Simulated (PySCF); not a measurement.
Computed vibrations of [WOF5]−

[WOF5]− (singlet). PySCF 2.14.0, RKS BP86, W def2-SVP with ECP60, O def2-SVP, F def2-SVP; non-relativistic Hamiltonian with scalar-relativistic core potentials where named; density fitting; no spin-orbit coupling. Central differences of gradients.

```xyz
7

W     0.0380    0.0000    0.0385
O     1.4370    0.0000    1.0583
F    -0.8645    1.2408    1.2014
F    -0.8645   -1.2408    1.2014
F     1.3590    0.0000   -1.3876
F    -0.6041    1.3955   -1.1395
F    -0.6041   -1.3955   -1.1395
```

Run from Python with OMP_NUM_THREADS=2. Where DIIS fails, smearing, a level shift and second-order steps follow.
It took 3.1 min on 2 threads of Arm Neoverse N1 (shared host).

Task: What are the harmonic wavenumbers and infrared intensities?

Result: Modes are labelled in Cs; negative numbers are unstable modes, those under 60 cm⁻¹ near the noise; a finer grid moves soft modes by up to 10 cm⁻¹.
```csv
cm⁻¹,km/mol,symmetry
-90,–,a''
163,1.9,a'
250,0.1,a''
270,12.4,a'
306,29.3,a'
317,20.3,a''
348,19.6,a'
362,2.9,a''
418,2.3,a'
541,25.1,a'
541,0.1,a''
612,214.4,a'
622,154.6,a''
639,52.1,a'
953,139.3,a'
```

Task: Is this a minimum?

Result: No: 1 unstable; the lowest moves the atoms so:
```
W    0.00 -0.01  0.00
O    0.00 -0.34  0.00
F    0.40  0.20  0.09
F   -0.40  0.20 -0.09
F    0.00  0.36  0.00
F   -0.37 -0.19 -0.04
F    0.37 -0.19  0.04
```
